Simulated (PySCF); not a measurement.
Sn(F)3(SiH3) (F3H3SiSn), SMILES [F][Sn]([F])([F])[SiH3]. Geometry: PBE-D3(BJ)/def2-SVP. The def2 effective core potentials stand for the cores of Sn; spin–orbit coupling is left out.

Computed equilibrium geometry at PBE-D3(BJ)/def2-SVP (PySCF confirms it by a frequency run) as Cartesian coordinates in Å, and its point group:
point group C3v.
```xyz
8

F      1.5333    -0.8853    -1.0625
Sn     0.0000     0.0000    -0.2474
F      0.0000     1.7705    -1.0625
F     -1.5333    -0.8853    -1.0625
Si     0.0000     0.0000     2.3391
H      1.2425     0.7173     2.7698
H      0.0000    -1.4347     2.7698
H     -1.2425     0.7173     2.7698
```
Charge 0, spin multiplicity 1.
